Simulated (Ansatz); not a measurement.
F$_{4}$Ti (`[F][Ti]([F])([F])[F]`). Charge 0, multiplicity 1. Correlated methods include outer-core shells of Ti, which these sets cover unevenly. Scalar relativity is left out up to krypton.

```xyz
5

F     1.536   -0.207    0.791
Ti    0.000    0.000    0.000
F    -0.181    1.659   -0.492
F    -1.280   -0.422    1.100
F    -0.075   -1.031   -1.399
```

Problem. Give the diagnostics of a CCSD(T)/def2-TZVPP run (frozen core, the Gaussian-basis code of Ansatz). (An estimate is asked.)

Solution. The calculation gave: T1 = 0.0234, largest single amplitude 0.068, largest double 0.032, (T) share of the correlation energy 4.0 %, 12 CCSD cycles. The RHF solution is stable towards an unrestricted one. T1 lies over the customary mark of 0.02 for closed shells; compounds of d metals often pass it without a breakdown.
